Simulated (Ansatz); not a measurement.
Harmonic vibrations of AlGeH₈NSi by finite differences.

```yaml
crystal:
  periodic: [false, false, false]
  atoms:
    - {symbol: N, position_ang: [-1.062936, 0.359432, -0.672876]}
    - {symbol: Si, position_ang: [0.018827, 1.300179, 0.486977]}
    - {symbol: Ge, position_ang: [1.645938, -0.438258, 0.628465]}
    - {symbol: Al, position_ang: [-0.347422, -1.553582, -0.430845]}
    - {symbol: H, position_ang: [-0.918490, 0.635743, -1.639974]}
    - {symbol: H, position_ang: [-2.056028, 0.459926, -0.488314]}
    - {symbol: H, position_ang: [0.224374, 2.642252, -0.128944]}
    - {symbol: H, position_ang: [-0.851276, 1.471689, 1.681442]}
    - {symbol: H, position_ang: [2.098366, -0.589846, 2.091004]}
    - {symbol: H, position_ang: [2.878822, -0.012653, -0.194126]}
    - {symbol: H, position_ang: [-0.195763, -2.121081, -1.912854]}
    - {symbol: H, position_ang: [-1.357411, -2.209001, 0.613846]}
basis:
  gaussian: {orbitals: def2-TZVP}
hamiltonian: {xc: pbe0, dispersion: d4}
phonons: {temperatures: {t_min: 298.15, t_max: 900, t_step: 200}}
```

```sh
$ ansatz run in.yaml --threads 4 --pin off --events-out ev --progress --plain --max-ram 10444MiB
```

It prints (some lines left out):

```
Functional definition: PBE0
mean field -72600.04059905 eV, -2668.0022819402 hartree, gradient 9.6e-6 eV, S^2 0.000000; 0 other end points of the search recorded, 0 dependent functions left out
mean field -72600.04039292 eV, -2668.0022743650 hartree, gradient 2.5e-6 eV, S^2 0.000000; 0 other end points of the search recorded, 0 dependent functions left out
mean field -72600.04045422 eV, -2668.0022766176 hartree, gradient 1.1e-6 eV, S^2 0.000000; 0 other end points of the search recorded, 0 dependent functions left out
mean field -72600.04055606 eV, -2668.0022803604 hartree, gradient 2.4e-6 eV, S^2 0.000000; 0 other end points of the search recorded, 0 dependent functions left out
mean field -72600.04052609 eV, -2668.0022792590 hartree, gradient 2.6e-6 eV, S^2 0.000000; 0 other end points of the search recorded, 0 dependent functions left out
mean field -72600.04040927 eV, -2668.0022749660 hartree, gradient 2.4e-6 eV, S^2 0.000000; 0 other end points of the search recorded, 0 dependent functions left out
mean field -72600.04045477 eV, -2668.0022766380 hartree, gradient 8.2e-7 eV, S^2 0.000000; 0 other end points of the search recorded, 0 dependent functions left out
mean field -72600.04052848 eV, -2668.0022793466 hartree, gradient 2.2e-6 eV, S^2 0.000000; 0 other end points of the search recorded, 0 dependent functions left out
mean field -72600.04053109 eV, -2668.0022794428 hartree, gradient 2.1e-6 eV, S^2 0.000000; 0 other end points of the search recorded, 0 dependent functions left out
mean field -72600.04054172 eV, -2668.0022798332 hartree, gradient 2.3e-6 eV, S^2 0.000000; 0 other end points of the search recorded, 0 dependent functions left out
mean field -72600.04048123 eV, -2668.0022776103 hartree, gradient 2.2e-6 eV, S^2 0.000000; 0 other end points of the search recorded, 0 dependent functions left out
mean field -72600.04052948 eV, -2668.0022793833 hartree, gradient 1.9e-6 eV, S^2 0.000000; 0 other end points of the search recorded, 0 dependent functions left out
mean field -72600.04050621 eV, -2668.0022785283 hartree, gradient 2.1e-6 eV, S^2 0.000000; 0 other end points of the search recorded, 0 dependent functions left out
mean field -72600.04057138 eV, -2668.0022809234 hartree, gradient 1.5e-6 eV, S^2 0.000000; 0 other end points of the search recorded, 0 dependent functions left out
mean field -72600.04048074 eV, -2668.0022775922 hartree, gradient 1.2e-6 eV, S^2 0.000000; 0 other end points of the search recorded, 0 dependent functions left out
mean field -72600.04056090 eV, -2668.0022805382 hartree, gradient 1.3e-6 eV, S^2 0.000000; 0 other end points of the search recorded, 0 dependent functions left out
mean field -72600.04057717 eV, -2668.0022811362 hartree, gradient 1.6e-6 eV, S^2 0.000000; 0 other end points of the search recorded, 0 dependent functions left out
mean field -72600.04054331 eV, -2668.0022798916 hartree, gradient 1.2e-6 eV, S^2 0.000000; 0 other end points of the search recorded, 0 dependent functions left out
mean field -72600.04050937 eV, -2668.0022786444 hartree, gradient 1.3e-6 eV, S^2 0.000000; 0 other end points of the search recorded, 0 dependent functions left out
mean field -72600.04055244 eV, -2668.0022802272 hartree, gradient 1.4e-6 eV, S^2 0.000000; 0 other end points of the search recorded, 0 dependent functions left out
mean field -72600.04056402 eV, -2668.0022806527 hartree, gradient 9.7e-7 eV, S^2 0.000000; 0 other end points of the search recorded, 0 dependent functions left out
mean field -72600.04053070 eV, -2668.0022794283 hartree, gradient 1.2e-6 eV, S^2 0.000000; 0 other end points of the search recorded, 0 dependent functions left out
mean field -72600.04058241 eV, -2668.0022813285 hartree, gradient 1.1e-6 eV, S^2 0.000000; 0 other end points of the search recorded, 0 dependent functions left out
mean field -72600.04052518 eV, -2668.0022792254 hartree, gradient 1.1e-6 eV, S^2 0.000000; 0 other end points of the search recorded, 0 dependent functions left out
mean field -72600.04054191 eV, -2668.0022798404 hartree, gradient 1.2e-6 eV, S^2 0.000000; 0 other end points of the search recorded, 0 dependent functions left out
mean field -72600.04058017 eV, -2668.0022812464 hartree, gradient 8.8e-7 eV, S^2 0.000000; 0 other end points of the search recorded, 0 dependent functions left out
mean field -72600.04058099 eV, -2668.0022812764 hartree, gradient 8.2e-7 eV, S^2 0.000000; 0 other end points of the search recorded, 0 dependent functions left out
mean field -72600.04058376 eV, -2668.0022813784 hartree, gradient 1.6e-6 eV, S^2 0.000000; 0 other end points of the search recorded, 0 dependent functions left out
mean field -72600.04057989 eV, -2668.0022812361 hartree, gradient 1.7e-6 eV, S^2 0.000000; 0 other end points of the search recorded, 0 dependent functions left out
mean field -72600.04046844 eV, -2668.0022771403 hartree, gradient 2.7e-6 eV, S^2 0.000000; 0 other end points of the search recorded, 0 dependent functions left out
mean field -72600.04048066 eV, -2668.0022775892 hartree, gradient 2.2e-6 eV, S^2 0.000000; 0 other end points of the search recorded, 0 dependent functions left out
mean field -72600.04045603 eV, -2668.0022766843 hartree, gradient 2.5e-6 eV, S^2 0.000000; 0 other end points of the search recorded, 0 dependent functions left out
mean field -72600.04047962 eV, -2668.0022775513 hartree, gradient 2.1e-6 eV, S^2 0.000000; 0 other end points of the search recorded, 0 dependent functions left out
mean field -72600.04059113 eV, -2668.0022816491 hartree, gradient 1.4e-6 eV, S^2 0.000000; 0 other end points of the search recorded, 0 dependent functions left out
mean field -72600.04058845 eV, -2668.0022815504 hartree, gradient 1.5e-6 eV, S^2 0.000000; 0 other end points of the search recorded, 0 dependent functions left out
mean field -72600.04058223 eV, -2668.0022813220 hartree, gradient 2.9e-6 eV, S^2 0.000000; 0 other end points of the search recorded, 0 dependent functions left out
mean field -72600.04057613 eV, -2668.0022810979 hartree, gradient 9.1e-7 eV, S^2 0.000000; 0 other end points of the search recorded, 0 dependent functions left out
mean field -72600.04059081 eV, -2668.0022816372 hartree, gradient 1.4e-6 eV, S^2 0.000000; 0 other end points of the search recorded, 0 dependent functions left out
mean field -72600.04059421 eV, -2668.0022817622 hartree, gradient 1.4e-6 eV, S^2 0.000000; 0 other end points of the search recorded, 0 dependent functions left out
mean field -72600.04056747 eV, -2668.0022807796 hartree, gradient 2.4e-6 eV, S^2 0.000000; 0 other end points of the search recorded, 0 dependent functions left out
mean field -72600.04054152 eV, -2668.0022798258 hartree, gradient 1.8e-6 eV, S^2 0.000000; 0 other end points of the search recorded, 0 dependent functions left out
mean field -72600.04058497 eV, -2668.0022814226 hartree, gradient 1.5e-6 eV, S^2 0.000000; 0 other end points of the search recorded, 0 dependent functions left out
mean field -72600.04058449 eV, -2668.0022814052 hartree, gradient 1.7e-6 eV, S^2 0.000000; 0 other end points of the search recorded, 0 dependent functions left out
mean field -72600.04057204 eV, -2668.0022809474 hartree, gradient 1.8e-6 eV, S^2 0.000000; 0 other end points of the search recorded, 0 dependent functions left out
mean field -72600.04058108 eV, -2668.0022812796 hartree, gradient 1.5e-6 eV, S^2 0.000000; 0 other end points of the search recorded, 0 dependent functions left out
mean field -72600.04060352 eV, -2668.0022821043 hartree, gradient 1.6e-6 eV, S^2 0.000000; 0 other end points of the search recorded, 0 dependent functions left out
mean field -72600.04058166 eV, -2668.0022813009 hartree, gradient 1.9e-6 eV, S^2 0.000000; 0 other end points of the search recorded, 0 dependent functions left out
mean field -72600.04056698 eV, -2668.0022807615 hartree, gradient 2.4e-6 eV, S^2 0.000000; 0 other end points of the search recorded, 0 dependent functions left out
mean field -72600.04055496 eV, -2668.0022803199 hartree, gradient 2.1e-6 eV, S^2 0.000000; 0 other end points of the search recorded, 0 dependent functions left out
mean field -72600.04060117 eV, -2668.0022820182 hartree, gradient 1.8e-6 eV, S^2 0.000000; 0 other end points of the search recorded, 0 dependent functions left out
mean field -72600.04057922 eV, -2668.0022812115 hartree, gradient 1.5e-6 eV, S^2 0.000000; 0 other end points of the search recorded, 0 dependent functions left out
mean field -72600.04059180 eV, -2668.0022816736 hartree, gradient 2.1e-6 eV, S^2 0.000000; 0 other end points of the search recorded, 0 dependent functions left out
mean field -72600.04059859 eV, -2668.0022819234 hartree, gradient 9.1e-7 eV, S^2 0.000000; 0 other end points of the search recorded, 0 dependent functions left out
mean field -72600.04055953 eV, -2668.0022804878 hartree, gradient 1.2e-6 eV, S^2 0.000000; 0 other end points of the search recorded, 0 dependent functions left out
mean field -72600.04054348 eV, -2668.0022798978 hartree, gradient 1.9e-6 eV, S^2 0.000000; 0 other end points of the search recorded, 0 dependent functions left out
mean field -72600.04057888 eV, -2668.0022811988 hartree, gradient 1.1e-6 eV, S^2 0.000000; 0 other end points of the search recorded, 0 dependent functions left out
mean field -72600.04055010 eV, -2668.0022801414 hartree, gradient 1.5e-6 eV, S^2 0.000000; 0 other end points of the search recorded, 0 dependent functions left out
mean field -72600.04059058 eV, -2668.0022816290 hartree, gradient 2.7e-6 eV, S^2 0.000000; 0 other end points of the search recorded, 0 dependent functions left out
mean field -72600.04059392 eV, -2668.0022817515 hartree, gradient 1.1e-6 eV, S^2 0.000000; 0 other end points of the search recorded, 0 dependent functions left out
mean field -72600.04058224 eV, -2668.0022813224 hartree, gradient 2.2e-6 eV, S^2 0.000000; 0 other end points of the search recorded, 0 dependent functions left out
mean field -72600.04057956 eV, -2668.0022812240 hartree, gradient 2.4e-6 eV, S^2 0.000000; 0 other end points of the search recorded, 0 dependent functions left out
mean field -72600.04059286 eV, -2668.0022817127 hartree, gradient 1.7e-6 eV, S^2 0.000000; 0 other end points of the search recorded, 0 dependent functions left out
mean field -72600.04059754 eV, -2668.0022818846 hartree, gradient 1.6e-6 eV, S^2 0.000000; 0 other end points of the search recorded, 0 dependent functions left out
mean field -72600.04057501 eV, -2668.0022810568 hartree, gradient 1.6e-6 eV, S^2 0.000000; 0 other end points of the search recorded, 0 dependent functions left out
mean field -72600.04060611 eV, -2668.0022821996 hartree, gradient 1.4e-6 eV, S^2 0.000000; 0 other end points of the search recorded, 0 dependent functions left out
mean field -72600.04055020 eV, -2668.0022801449 hartree, gradient 1.2e-6 eV, S^2 0.000000; 0 other end points of the search recorded, 0 dependent functions left out
mean field -72600.04057864 eV, -2668.0022811900 hartree, gradient 1.2e-6 eV, S^2 0.000000; 0 other end points of the search recorded, 0 dependent functions left out
mean field -72600.04056914 eV, -2668.0022808409 hartree, gradient 1.2e-6 eV, S^2 0.000000; 0 other end points of the search recorded, 0 dependent functions left out
mean field -72600.04059336 eV, -2668.0022817312 hartree, gradient 1.6e-6 eV, S^2 0.000000; 0 other end points of the search recorded, 0 dependent functions left out
mean field -72600.04057121 eV, -2668.0022809169 hartree, gradient 1.2e-6 eV, S^2 0.000000; 0 other end points of the search recorded, 0 dependent functions left out
mean field -72600.04060678 eV, -2668.0022822244 hartree, gradient 1.2e-6 eV, S^2 0.000000; 0 other end points of the search recorded, 0 dependent functions left out
mean field -72600.04058400 eV, -2668.0022813872 hartree, gradient 1.8e-6 eV, S^2 0.000000; 0 other end points of the search recorded, 0 dependent functions left out
mean field -72600.04057555 eV, -2668.0022810767 hartree, gradient 1.6e-6 eV, S^2 0.000000; 0 other end points of the search recorded, 0 dependent functions left out
Total energy: -72600.30395063 eV, -2668.0119599320 hartree
Atom 0 at    -1.062936     0.359432    -0.672876 Å, force    -0.001350     0.000746    -0.003144 eV/Å
Atom 1 at     0.018827     1.300179     0.486977 Å, force    -0.000596     0.001162     0.000519 eV/Å
Atom 2 at     1.645938    -0.438258     0.628465 Å, force     0.001155     0.000223     0.000134 eV/Å
Atom 3 at    -0.347422    -1.553582    -0.430845 Å, force    -0.001067    -0.000144    -0.000743 eV/Å
Atom 4 at    -0.918490     0.635743    -1.639974 Å, force     0.001107    -0.000509     0.001658 eV/Å
Atom 5 at    -2.056028     0.459926    -0.488314 Å, force     0.001206    -0.000448     0.001765 eV/Å
Atom 6 at     0.224374     2.642252    -0.128944 Å, force    -0.000186    -0.000546     0.000112 eV/Å
Atom 7 at    -0.851276     1.471689     1.681442 Å, force     0.000356    -0.000156    -0.000499 eV/Å
Atom 8 at     2.098366    -0.589846     2.091004 Å, force    -0.000377    -0.000002    -0.000132 eV/Å
Atom 9 at     2.878822    -0.012653    -0.194126 Å, force    -0.000426    -0.000025     0.000118 eV/Å
Atom 10 at    -0.195763    -2.121081    -1.912854 Å, force     0.000225    -0.000289    -0.000040 eV/Å
Atom 11 at    -1.357411    -2.209001     0.613846 Å, force    -0.000047    -0.000011     0.000251 eV/Å
Dipole moment:    -0.364794     0.604148    -0.209214 e Å
Vibrations: 58.11 221.72 249.03 296.29 309.81 347.01 393.91 420.98 470.48 517.24 566.12 594.55 638.05 692.22 708.64 735.04 815.66 860.03 925.50 940.25 960.58 1582.27 1881.41 1887.42 2118.47 2136.41 2192.53 2219.81 3509.29 3586.62 cm⁻¹, zero-point energy 2.035538 eV
```

Run time 2.7 min (4 threads of an Arm Neoverse V2 on a shared host); peak host memory 0.65 GiB.
